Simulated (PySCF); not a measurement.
**Correlation energy of Cl+ (chlorine, charge +1)**

[Ne] 3s2 3p3 3d1, high-spin 5D determinant (an excited configuration). All numbers are calculated (PySCF 2.14, no relativity, point nucleus, in aug-cc-pwCVDZ (6s5p3d, 36 functions)). Frozen: [Ne]; 6 electrons correlated.

| level | correlation energy (mhartree) |
| --- | --- |
| CCSD | -91.89 |
| (T) | -1.09 |
| CCSD(T) | -92.98 |
| CCSDT | -93.24 |

Diagnostics: T1 = 0.0029, D1 = 0.0086, largest double amplitude 0.059.

The outer electron is Rydberg-like, and this basis confines it to a smaller radius and binds it less than a complete one would.

Cost of the coupled-cluster step: roughly 0.7 core-seconds, for 6 correlated electrons.

Iterations:

```
CC2 = 0
CCSD nocc = (np.int64(5), np.int64(1)), nmo = (31, 31)
frozen orbitals [[0, 1, 2, 3, 4], [0, 1, 2, 3, 4]]
max_cycle = 100
direct = 0
conv_tol = 1e-08
conv_tol_normt = 1e-06
diis_space = 8
diis_start_cycle = 0
Init t2, MP2 energy = -0.0706551036135913
Init E_corr(UCCSD) = -0.0706551036143754
cycle = 1  E_corr(UCCSD) = -0.0862591059080596  dE = -0.0156040023  norm(t1,t2) = 0.0422542
cycle = 2  E_corr(UCCSD) = -0.0901650158256834  dE = -0.00390590992  norm(t1,t2) = 0.0135651
cycle = 3  E_corr(UCCSD) = -0.0919182552036459  dE = -0.00175323938  norm(t1,t2) = 0.00514143
cycle = 4  E_corr(UCCSD) = -0.0918876685148618  dE = 3.05866888e-05  norm(t1,t2) = 0.000757899
cycle = 5  E_corr(UCCSD) = -0.0918947911970006  dE = -7.12268214e-06  norm(t1,t2) = 0.000170923
cycle = 6  E_corr(UCCSD) = -0.0918923655126854  dE = 2.42568432e-06  norm(t1,t2) = 3.5632e-05
cycle = 7  E_corr(UCCSD) = -0.0918935925591646  dE = -1.22704648e-06  norm(t1,t2) = 6.49448e-06
cycle = 8  E_corr(UCCSD) = -0.0918930611346017  dE = 5.31424563e-07  norm(t1,t2) = 1.69805e-06
cycle = 9  E_corr(UCCSD) = -0.091893201825445  dE = -1.40690843e-07  norm(t1,t2) = 4.56141e-07
cycle = 10  E_corr(UCCSD) = -0.0918931868040935  dE = 1.50213515e-08  norm(t1,t2) = 8.76822e-08
cycle = 11  E_corr(UCCSD) = -0.0918931877990656  dE = -9.94972077e-10  norm(t1,t2) = 1.46895e-08
UCCSD converged
E(UCCSD) = -458.6275628827715  E_corr = -0.09189318779906561
UCCSD(T) correction = -0.00108956817170173
```
